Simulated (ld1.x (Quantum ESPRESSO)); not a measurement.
## An all-electron radial function and its pseudo partner (Nb)

Columns: radius, all-electron u(r) and pseudo u(r) of the 4s shell (level -76.01 eV) of niobium in the configuration [Ar] 3d10 4s2 4p6 4d3 5s0 5p0; LDA (PZ), scalar-relativistic, TM scheme, ld1.x (Quantum ESPRESSO) 7.5.

| r (bohr) | all-electron | pseudo |
| --- | --- | --- |
| 0.095 | -0.3625 | -0.1101 |
| 0.190 | 0.0343 | -0.2202 |
| 0.285 | 0.5216 | -0.3300 |
| 0.380 | 0.5364 | -0.4393 |
| 0.475 | 0.2357 | -0.5474 |
| 0.570 | -0.1617 | -0.6528 |
| 0.665 | -0.5246 | -0.7528 |
| 0.760 | -0.7984 | -0.8430 |
| 0.855 | -0.9730 | -0.9177 |
| 0.950 | -1.0604 | -0.9703 |
| 1.045 | -1.0790 | -0.9950 |
| 1.140 | -1.0489 | -0.9887 |
| 1.235 | -0.9867 | -0.9521 |
| 1.330 | -0.9059 | -0.8902 |
| 1.425 | -0.8165 | -0.8112 |
| 1.520 | -0.7252 | -0.7241 |
| 1.615 | -0.6367 | -0.6366 |
| 1.710 | -0.5537 | -0.5537 |
| 1.805 | -0.4779 | -0.4779 |
| 1.900 | -0.4097 | -0.4097 |
| 1.995 | -0.3493 | -0.3493 |
| 2.090 | -0.2964 | -0.2964 |
| 2.185 | -0.2506 | -0.2506 |
| 2.280 | -0.2110 | -0.2110 |
| 2.375 | -0.1771 | -0.1771 |
| 2.470 | -0.1483 | -0.1483 |

(1) How many radial nodes do the two functions have?

(2) At about which radius was the pseudo-wave matched?

(3) Where does each function peak?

(4) Is the pseudo-wave norm-conserving?

Results:

(1) The all-electron 4s function has n − l − 1 = 3 (the table is too coarse to show those close to the nucleus); the pseudo-wave has 0, since the states of the same l below it are removed with the core.

(2) 1.75 bohr. The columns agree to 0.0005 from 1.61 bohr on; several derivatives are matched, so the curves merge somewhat inside the radius.

(3) Outermost all-electron maximum near 1.04 bohr, pseudo maximum near 1.04 bohr (to the table’s step).

(4) Yes: the TM scheme keeps the norm inside the radius equal to the all-electron one, which fixes the energy derivative of the logarithmic derivative at the level.
